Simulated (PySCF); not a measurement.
Zr(OMe)F3, CH3F3OZr (singlet state).
Bonds: Zr1–O2, Zr1–F7, Zr1–F8, Zr1–F9, O2–C3. Hydrogens: H4, H5, H6 on C3.

A GFN2-xTB structure was refined with PySCF 2.14.0, PBE0-D3(BJ)/def2-SVP geometry optimisation, gas phase, def2 core potentials past Kr. Its GFN2-xTB values:

| coordinate | GFN2-xTB |
| --- | --- |
| Zr1–O2 | 1.858 Å |
| Zr1–F7 | 1.859 Å |
| Zr1–F8 | 1.855 Å |
| O2–C3 | 1.419 Å |
| C3–H4 | 1.109 Å |
| Zr1–O2–C3 | 109.6° |
| O2–Zr1–F7 | 105.9° |
| F7–Zr1–F8 | 113.4° |

Task: How do these coordinates change at the PBE0-D3(BJ)/def2-SVP level?

Result: 
```
coordinate  PBE0-D3(BJ)/def2-SVP (Å or °)  change
    Zr1–F8                          1.908  +0.053
    Zr1–F7                          1.909  +0.050
    Zr1–O2                          1.896  +0.038
     O2–C3                          1.389  -0.030
     C3–H4                          1.103  -0.006
 Zr1–O2–C3                          178.8   +69.2
 O2–Zr1–F7                          109.8    +3.9
 F7–Zr1–F8                          110.1    -3.3
```

The energy falls by 59.0 kJ/mol over 25 energy and gradient evaluations, the largest force component goes from 0.0402 to 4.4e-04 Eh/bohr, and the atoms move by 0.726 Å rms after alignment. The bond that changes most is Zr1–F8 (ends: zirconium bonded to 3 F and O; fluorine bonded to Zr), which lengthens by 0.053 Å. Bonds longer at the end by more than 0.005 Å: 5 of 8; shorter: 3. Rotational constants go from 2898, 1863, 1854 to 2686, 1520, 1515 MHz.

The run used 116 basis functions and 178 SCF cycles in all.

Not checked by PBE0-D3(BJ)/def2-SVP frequencies.
